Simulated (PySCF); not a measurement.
PySCF input (M06-2X/6-31G* (5d)):

```python
from pyscf import gto, dft

mol = gto.M(
    atom='''
    S     0.99284409   -0.46476956    0.00704070
    S    -0.88384757    0.49897825   -0.00585391
    H    -1.74394422   -0.54733919   -0.01898866
    ''',
    basis='6-31g*',
    charge=-1,
    spin=0,
    verbose=4,
)

mf = dft.RKS(mol, xc='m062x')
mf.grids.level = 4
mf.conv_tol = 1e-9
mf.max_cycle = 100
mf.max_memory = 1500
mf.kernel()
if not mf.converged:
    mf = mf.newton()
    mf.kernel(mf.make_rdm1())
mf.dip_moment()
```

Output:

```
PySCF version 2.14.0

[INPUT] verbose = 4
[INPUT] num. atoms = 3
[INPUT] num. electrons = 34
[INPUT] charge = -1
[INPUT] spin (= nelec alpha-beta = 2S) = 0
[INPUT] symmetry False subgroup None
[INPUT] Mole.unit = angstrom
[INPUT] Symbol           X                Y                Z      unit          X                Y                Z       unit  Magmom
[INPUT]  1 S      0.992844090000  -0.464769560000   0.007040700000 AA    1.876203414493  -0.878287179435   0.013304994725 Bohr   0.0
[INPUT]  2 S     -0.883847570000   0.498978250000  -0.005853910000 AA   -1.670229843162   0.942932234615  -0.011062286658 Bohr   0.0
[INPUT]  3 H     -1.743944220000  -0.547339190000  -0.018988660000 AA   -3.295576952318  -1.034321166341  -0.035883366872 Bohr   0.0

nuclear repulsion = 73.5547772833824
number of shells = 18
number of NR pGTOs = 106
number of NR cGTOs = 38
basis = 6-31g*
ecp = {}

******** <class 'pyscf.dft.rks.RKS'> ********
method = RKS
initial guess = minao
damping factor = 0
level_shift factor = 0
DIIS = <class 'pyscf.scf.diis.CDIIS'>
diis_start_cycle = 1
diis_space = 8
diis_damp = 0
SCF conv_tol = 1e-09
SCF conv_tol_grad = None
SCF max_cycles = 100
direct_scf = True
direct_scf_tol = 1e-13
XC library pyscf.dft.libxc version 7.1.2
    S. Lehtola, C. Steigemann, M. J. T. Oliveira, and M. A. L. Marques,  SoftwareX 7, 1–5 (2018)
XC functionals = m062x
    Y. Zhao and D. G. Truhlar,  Theor. Chem. Acc. 120, 215 (2008)
    Y. Zhao and D. G. Truhlar,  Theor. Chem. Acc. 120, 215 (2008)
radial grids:
    Treutler-Ahlrichs [JCP 102, 346 (1995); DOI:10.1063/1.469408] (M4) radial grids

becke partition: Becke, JCP 88, 2547 (1988); DOI:10.1063/1.454033
pruning grids: <function nwchem_prune>
grids dens level: 4
symmetrized grids: False
atomic radii adjust function: <function treutler_atomic_radii_adjust>
small_rho_cutoff = 0
Set gradient conv threshold to 3.16228e-05
Initial guess from minao.
tot grids = 73088
init E= -796.833272924869
  HOMO = -0.238103273256582  LUMO = -0.0775105714757618  gap/eV = 4.36995
cycle= 1 E= -796.878682012458  delta_E= -0.0454  |g|= 0.334  |ddm|= 1.88
  HOMO = 0.0589572735042763  LUMO = 0.26798630668574  gap/eV = 5.68797
cycle= 2 E= -796.899982992088  delta_E= -0.0213  |g|= 0.273  |ddm|= 1.22
  HOMO = -0.0110076787334563  LUMO = 0.235910751241631  gap/eV = 6.71899
cycle= 3 E= -796.92695533171  delta_E= -0.027  |g|= 0.0326  |ddm|= 0.528
  HOMO = -0.0141684990830424  LUMO = 0.232456923050516  gap/eV = 6.71102
cycle= 4 E= -796.927286714819  delta_E= -0.000331  |g|= 0.0109  |ddm|= 0.0616
  HOMO = -0.0142648060784327  LUMO = 0.233872823743306  gap/eV = 6.75217
cycle= 5 E= -796.927329138872  delta_E= -4.24e-05  |g|= 0.00286  |ddm|= 0.0217
  HOMO = -0.0145056500612304  LUMO = 0.233648226837846  gap/eV = 6.75261
cycle= 6 E= -796.927331928113  delta_E= -2.79e-06  |g|= 0.000359  |ddm|= 0.00405
  HOMO = -0.0144813394085783  LUMO = 0.233657663259139  gap/eV = 6.75221
cycle= 7 E= -796.927332031558  delta_E= -1.03e-07  |g|= 7.39e-05  |ddm|= 0.00153
  HOMO = -0.0144831849894882  LUMO = 0.233654297256764  gap/eV = 6.75216
cycle= 8 E= -796.92733203716  delta_E= -5.6e-09  |g|= 2.77e-05  |ddm|= 0.000429
  HOMO = -0.0144798312278076  LUMO = 0.233658236287595  gap/eV = 6.75218
cycle= 9 E= -796.927332037679  delta_E= -5.2e-10  |g|= 4.12e-06  |ddm|= 0.000128
  HOMO = -0.0144800995769534  LUMO = 0.233657794975089  gap/eV = 6.75218
Extra cycle  E= -796.927332037699  delta_E= -1.98e-11  |g|= 1.69e-06  |ddm|= 2.18e-05
converged SCF energy = -796.927332037699

WARN: System has nonzero charge -1; the dipole moment is origin-dependent.
Location of origin: [0. 0. 0.]

Dipole moment(X, Y, Z, Debye): -2.68326,  0.26462, -0.02385
```

The dipole moment of an ion depends on the origin.
